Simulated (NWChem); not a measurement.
Molecule: ZnHI; SMILES [ZnH][I]

Computed with NWChem. Geometry: optimised at PBE0/def2-SVP. def2 effective core potentials on I; no spin-orbit coupling. Static field.

| level | isotropic polarisability (bohr³) | anisotropy (bohr³) |
|---|---|---|
| PBE/def2-SVPD | [?] | [?] |
| B3LYP/def2-SVPD | 63.4 | 34.4 |
| LC-BLYP (range parameter 0.33 per bohr)/def2-SVPD | 61.7 | 32.1 |
| BHandHLYP/def2-SVPD | 60.4 | 29.7 |

Fill in the missing entries.


- PBE/def2-SVPD, isotropic polarisability (bohr³): 65.3
- PBE/def2-SVPD, anisotropy (bohr³): 36.3
